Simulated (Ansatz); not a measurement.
Program: Ansatz. Geometries: PBE0-D4/def2-TZVP. ΔE: electronic, gas phase. CCSD(T)/CBS is the MP2 limit (def2-TZVPP, def2-QZVPP) plus CCSD(T) − MP2 in def2-TZVPP, frozen cores. This one scheme is used for every species. One conformer a species, not always the lowest.

`C#CC(C)C` + `OB(O)F` → `CC(C)OB(O)F` + acetylene  (substitution at a C–C bond)

```
      species  CCSD/CBS(def2) energy (Eh)
   `C#CC(C)C`                  -194.98063
     `OB(O)F`                  -276.28940
`CC(C)OB(O)F`                  -394.03959
        `C#C`                   -77.21107
```

Work out ΔE.

ΔE = (-394.03959) + (-77.21107) − (-194.98063) − (-276.28940) = 0.01937 Eh = +0.53 eV. CCSD(T)/CBS gives +0.53 eV.

Largest T1 diagnostic among the species: 0.013.
